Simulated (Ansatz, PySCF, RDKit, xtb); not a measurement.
Two conformers of CH5BO2 (SMILES COBO), B3LYP-D3(BJ)/def2-TZVP minima.
Conformer 1 (charge 0, multiplicity 1):
```tsv
atom	x (Å)	y (Å)	z (Å)
C	1.2494	-0.2072	0.4354
O	0.4217	0.8376	-0.0763
B	-0.8653	0.6061	-0.4154
O	-1.3954	-0.6471	-0.2700
H	0.8377	-0.6123	1.3613
H	1.3457	-1.0179	-0.2887
H	2.2292	0.2240	0.6311
H	-1.5074	1.5202	-0.8380
H	-2.3158	-0.7032	-0.5395
```
Conformer 2 (charge 0, multiplicity 1):
```xyz
9

C      1.05988     0.47671    -0.26912
O      0.51524    -0.76102     0.16548
B     -0.82306    -0.94865     0.32871
O     -1.77649     0.00105     0.10135
H      2.14091     0.36278    -0.31905
H      0.69348     0.74737    -1.26423
H      0.82831     1.28377     0.43284
H     -1.18567    -2.01986     0.69648
H     -1.45259     0.85786    -0.19543
```

No zero-point or thermal terms.

Codes used: Ansatz (Gaussian basis) for Hartree–Fock, density functionals and correlated methods; PySCF for the dispersion terms; RDKit for the force fields; xtb for the GFN methods. Each number belongs to the level named beside it.

**Question.** One of these levels gives -47.3 meV for the electronic energy of conformer 2 less that of conformer 1. Name it.
(A) GFN1-xTB
(B) B3LYP-D4/def2-TZVPP
(C) UFF

**Answer.** A, GFN1-xTB. The others give 122.2 (UFF), 104.2 (B3LYP-D4/def2-TZVPP)

Ansatz is a quantum-chemistry and plane-wave program.
